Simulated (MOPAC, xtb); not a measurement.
Pair of molecules: CH5GaO (SMILES C[O][GaH2]) (first 8 atoms) with HF (SMILES F); geometry from B3LYP-D3(BJ)/def2-TZVP.
(charge 0, multiplicity 1):
```xyz
10

C     -0.81962    -0.59601     2.46606
O      0.30629     0.09501     1.93705
Ga     0.60977     0.39947     0.17662
H     -1.49902    -0.92624     1.67508
H     -0.47996    -1.47016     3.02538
H     -1.36446     0.06329     3.14487
H     -0.50087    -0.17495    -0.75501
H      1.92416     1.17866    -0.07774
F      1.92070     0.89780     3.73871
H      1.31768     0.59819     3.05959
```

Counterpoise-corrected where a basis set is named; no monomer relaxation.

The state that PM7 reach isn't checked; PM7 holds dispersion and hydrogen-bond terms.

Programs: MOPAC for PM7 (differences of heats of formation); xtb for the GFN methods. 

Q: Predict the interaction energy from GFN-FF.

A: -28 kJ/mol
